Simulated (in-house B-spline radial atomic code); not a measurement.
Results of a calculation; reference values are marked as such.
# Extrapolating the RPA correlation energy in partial waves: the iodine ion I⁷⁺

All-electron RPA on PBE orbitals from a B-spline radial code for spherical atoms, scalar-relativistic (spin-free one-electron X2C), finite nucleus, configuration [Kr] 4d10. With empty states up to angular momentum L the sums are:

```tsv
L	E_c(L) (hartree)
4	-3.111853
5	-3.381260
6	-3.514301
7	-3.585688
8	-3.624609
```

For large l each further wave adds A/(l + 1/2)⁴, because the basis must build the cusp where two electrons meet.

**Question.** Estimate the limit from L = 7 and L = 8.

**Answer.** Wave 8 adds -0.038921, against a sum of (l + 1/2)⁻⁴ of 1.91569e-04, so A = -203.17. The sum over l > 8 is ζ(4, 9.5) = 4.5445e-04, close to 1/(3 × 9³) = 4.5725e-04. The tail is -0.092332 and the limit -3.71694 hartree.

**Question.** How good is the estimate?

**Answer.** A run to L = 11 sums to -3.67140 and extrapolates to -3.70314 hartree, 2.42 millihartree from the run before, so it has not settled and is itself too deep. The estimate differs from that by -13.80 millihartree, while the bare sum at L = 8 misses 78.5 millihartree (2.1 %).
